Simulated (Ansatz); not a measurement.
`O=C[SiH2]F` → `C=O` + `F[SiH]` at 600 K and 1 bar (silylene formation by 1,1-elimination).

Calculated with Ansatz (gas phase, PBE0-D4/def2-TZVP geometries, no zero-point term in ΔE). CCSD(T)/CBS is the MP2 limit (def2-TZVPP, def2-QZVPP) plus CCSD(T) − MP2 in def2-TZVPP, frozen cores. This one scheme is used for every species. One conformer a species, not always the lowest.

```csv
species,CCSD(T)/CBS energy (Eh),H − E (kJ/mol),S (J/(mol·K))
`O=C[SiH2]F`,-503.92730,144.5,374.6
`C=O`,-114.39408,92.5,246.7
`F[SiH]`,-389.46371,45.2,268.7
```

H − E and S are ideal-gas, rigid-rotor, harmonic terms from PBE0-D4/def2-TZVP, for one conformer and one mirror image of each species. 1 Eh = 2625.50 kJ/mol, R = 8.31446 J/(mol·K).

By hand: ΔE, ΔH, ΔS and ΔG.

ΔE = (-114.39408) + (-389.46371) − (-503.92730) = 0.06951 Eh = 182.5 kJ/mol. Δ(H − E) = 92.5 + 45.2 − 144.5 = -6.8, so ΔH = 175.7 kJ/mol. ΔS = 246.7 + 268.7 − 374.6 = 140.8 J/(mol·K). ΔG = 175.7 − 600 × (140.8)/1000 = 91.2 kJ/mol.

By hand: the equilibrium constant, and the temperature at which ΔG would vanish if ΔH and ΔS stayed fixed.

log₁₀ K = −ΔG/(RT ln 10) = -7.9. ΔG = 0 at ΔH/ΔS = 1248 K.

The number of gas molecules changes by +1, which sets the sign of ΔS. A doubt of 5 kJ/mol in ΔE shifts log₁₀ K by 0.4 here. Other conformers and mirror images would add mixing entropy, several J/(mol·K) or more a flexible species. These are equilibria of isolated gas molecules and say nothing of rates. Largest T1 diagnostic: 0.015 (customary marks: 0.02 for closed shells, 0.045 for open ones).
